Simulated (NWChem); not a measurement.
System: HTeF; SMILES F[TeH]

All runs: NWChem. Geometry: optimised at PBE0/def2-SVP. def2 effective core potentials on Te; no spin-orbit coupling. Vertical excitations in the gas phase.

Q: Estimate the computed values for B3LYP/def2-SVP, full TDDFT. Quantities: lowest excitation, singlet (eV); oscillator strength of that lowest state; orbital gap (eV).

A: The lowest excitation, singlet (eV) is 2.52 and the oscillator strength of that lowest state comes out as 0.000. The orbital gap (eV) is 3.70.
